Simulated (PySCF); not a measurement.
Vinylfuran, C₆H₆O.
Bonds: C1–C2 (double), C2–C3, C3–C4 (aromatic), C4–C5 (aromatic), C5–C6 (aromatic), C6–O7 (aromatic), C3–O7 (aromatic). Hydrogens: H8, H9 on C1; H10 on C2; H11 on C4; H12 on C5; H13 on C6.

The same species was optimised twice, with GFN2-xTB and with PBE0-D3(BJ)/def2-SVP (PySCF), and the same property calculations (PySCF, gas phase) were run on both structures.

| coordinate | GFN2-xTB | PBE0-D3(BJ)/def2-SVP | change |
| --- | --- | --- | --- |
| C4–C5 (Å) | 1.411 | 1.426 | +0.015 |
| C1=C2 (Å) | 1.330 | 1.340 | +0.010 |
| C6–O7 (Å) | 1.340 | 1.346 | +0.006 |
| C2–C3 (Å) | 1.441 | 1.444 | +0.003 |
| C5–C6 (Å) | 1.362 | 1.364 | +0.002 |
| C3–O7 (Å) | 1.354 | 1.355 | +0.001 |
| C3–C4 (Å) | 1.374 | 1.374 | 0.000 |
| C2–C3–C4 (°) | 130.0 | 131.8 | +1.8 |
| C2–C3–O7 (°) | 120.5 | 118.9 | -1.6 |
| C1–C2–C3 (°) | 124.4 | 125.4 | +1.0 |
| C3–O7–C6 (°) | 107.4 | 107.9 | +0.5 |
| C5–C6–O7 (°) | 110.9 | 110.6 | -0.3 |
| C4–C3–O7 (°) | 109.5 | 109.3 | -0.2 |
| C4–C5–C6 (°) | 105.8 | 105.7 | -0.1 |
| C3–C4–C5 (°) | 106.4 | 106.5 | +0.1 |
| C1–C2–C3–C4 (°) | 180 | 180 | 0 |

Rotational constants: A = 7941, B = 2133, C = 1682 MHz (GFN2-xTB) against A = 7893, B = 2115, C = 1668 MHz (PBE0-D3(BJ)/def2-SVP). Point groups within 0.08 Å: Cs and Cs.

On the GFN2-xTB structure: lowest singlet, TDDFT (eV) 4.99 [CAM-B3LYP/def2-SVPD]; lowest triplet, Tamm–Dancoff (eV) 2.96 [CAM-B3LYP/def2-SVPD]; isotropic polarisability (au) 76.6 [CAM-B3LYP/def2-SVPD]; HOMO (eV) -7.33 [CAM-B3LYP/def2-SVPD]; LUMO (eV) 0.15 [CAM-B3LYP/def2-SVPD]; dipole (D) 0.80 [CAM-B3LYP/def2-SVPD]; HOMO (eV) -6.14 [PBE0/pcSseg-1]; LUMO (eV) -0.84 [PBE0/pcSseg-1]; dipole (D) 0.76 [PBE0/pcSseg-1]; GIAO shielding of C1 (ppm) 69.2 [PBE0/pcSseg-1]; GIAO shielding of C2 (ppm) 54.2 [PBE0/pcSseg-1]; GIAO shielding of C3 (ppm) 27.1 [PBE0/pcSseg-1]; GIAO shielding of C4 (ppm) 69.4 [PBE0/pcSseg-1]; GIAO shielding of C5 (ppm) 68.5 [PBE0/pcSseg-1]; GIAO shielding of C6 (ppm) 39.9 [PBE0/pcSseg-1]; GIAO shielding of O7 (ppm) 46.2 [PBE0/pcSseg-1].

What do these properties become on the PBE0-D3(BJ)/def2-SVP structure?

| property | level | on GFN2-xTB | on PBE0-D3(BJ)/def2-SVP | change |
| --- | --- | --- | --- | --- |
| lowest singlet, TDDFT (eV) | CAM-B3LYP/def2-SVPD | 4.99 | 4.98 | -0.01 |
| lowest triplet, Tamm–Dancoff (eV) | CAM-B3LYP/def2-SVPD | 2.96 | 2.95 | -0.01 |
| isotropic polarisability (au) | CAM-B3LYP/def2-SVPD | 76.6 | 77.7 | +1.1 |
| HOMO (eV) | CAM-B3LYP/def2-SVPD | -7.33 | -7.37 | -0.04 |
| LUMO (eV) | CAM-B3LYP/def2-SVPD | 0.15 | 0.11 | -0.04 |
| dipole (D) | CAM-B3LYP/def2-SVPD | 0.80 | 0.77 | -0.03 |
| energy, GFN2-xTB geometry as zero (kcal/mol) | CAM-B3LYP/def2-SVPD | 0.0 | -0.9 | -0.9 |
| HOMO (eV) | PBE0/pcSseg-1 | -6.14 | -6.17 | -0.03 |
| LUMO (eV) | PBE0/pcSseg-1 | -0.84 | -0.89 | -0.05 |
| dipole (D) | PBE0/pcSseg-1 | 0.76 | 0.73 | -0.03 |
| energy, GFN2-xTB geometry as zero (kcal/mol) | PBE0/pcSseg-1 | 0.0 | -0.5 | -0.5 |
| GIAO shielding of C1 (ppm) | PBE0/pcSseg-1 | 69.2 | 65.9 | -3.3 |
| GIAO shielding of C2 (ppm) | PBE0/pcSseg-1 | 54.2 | 52.4 | -1.8 |
| GIAO shielding of C3 (ppm) | PBE0/pcSseg-1 | 27.1 | 27.4 | +0.3 |
| GIAO shielding of C4 (ppm) | PBE0/pcSseg-1 | 69.4 | 69.1 | -0.3 |
| GIAO shielding of C5 (ppm) | PBE0/pcSseg-1 | 68.5 | 67.4 | -1.1 |
| GIAO shielding of C6 (ppm) | PBE0/pcSseg-1 | 39.9 | 38.4 | -1.5 |
| GIAO shielding of O7 (ppm) | PBE0/pcSseg-1 | 46.2 | 42.1 | -4.1 |

The heavy atoms differ by 0.016 Å rms after alignment. Among bonds between heavy atoms C4–C5 changes most (+0.015 Å). Changes are differences of the printed values. Neither structure is proved a minimum here.

Shape of the structure used: `[CH2:1]=[CH:2][c:3]1[cH:4][cH:5][cH:6][o:7]1`: C1–C2–C3–C4 180°.
